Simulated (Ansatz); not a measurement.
Input file for Ansatz (a first-principles code): U-B2PLYP/def2-TZVPP on AsRu, 2S+1 = 4, a spin state set in the input, which need not be the lowest, a point of a bond scan (R = 2.196 Å). Elements past Kr take the def2 small-core potentials; no spin–orbit coupling.

Ansatz 0.2 input:
```yaml
crystal:
  periodic: [false, false, false]
  atoms:
    - {symbol: Ru, position_ang: [0.00000000, 0.00000000, 0.00000000]}
    - {symbol: As, position_ang: [0.00000000, 0.00000000, 2.19563900]}
basis:
  gaussian:
    orbitals: def2-TZVPP
    pivot_positions_ang: [[0.00000000, 0.00000000, 0.00000000], [0.00000000, 0.00000000, 2.19563900]]
hamiltonian:
  xc: {name: B2PLYP}
magnetization: {spin_polarized: true, initial_magnetization: 3}
correlation: {electrons: valence}
output: {orbitals: {seedname: ./end}}
```

It printed:

```
WARN ansatz: RAYON_NUM_THREADS=1 ignored (pool sized by the plan → 1); use --threads N
Functional definition: B2PLYP
integrals: 0.08 GiB planned
765 factors; integrals over basis functions are off by at most 2.8e-4 eV
mean field: 0.58 GiB planned
mean field evaluation 1: about -63392.5127 eV, gradient 4.5e1 eV
mean field evaluation 2: about -63392.6368 eV, gradient 4.5e1 eV
mean field evaluation 4: about -63400.7884 eV, gradient 1.1e1 eV
mean field evaluation 8: about -63401.7651 eV, gradient 1.4e0 eV
mean field evaluation 16: about -63402.0441 eV, gradient 2.2e-1 eV
mean field evaluation 32: about -63402.0596 eV, gradient 8.1e-4 eV
mean field evaluation 64: about -63385.8519 eV, gradient 7.9e1 eV
mean field evaluation 96: about -63401.9997 eV, gradient 3.8e-1 eV
mean field evaluation 128: about -63401.6711 eV, gradient 6.5e-1 eV
mean field evaluation 160: about -63401.6348 eV, gradient 4.0e-3 eV
mean field evaluation 192: about -63401.9101 eV, gradient 8.8e-1 eV
mean field evaluation 224: about -63385.2491 eV, gradient 3.0e1 eV
mean field -63402.05957021 eV, -2329.9827137459 hartree, gradient 8.7e-7 eV, S^2 4.373605; 13 other end points of the search recorded, 0 dependent functions left out
9 core orbitals not correlated
reference -63402.05968427 eV, -2329.9827179372 hartree; 17, 14 occupied and 78, 81 virtual orbitals, 765 factors
second order -26.12742009 eV of doubles, -0.00000000 eV of singles
Total energy: -63409.11408769 eV, -2330.2419624814 hartree
```

Self-consistency was reached. Its determinant has ⟨S²⟩ = 4.37, a mixture of spin states.

Cost: very roughly 30 core-seconds.
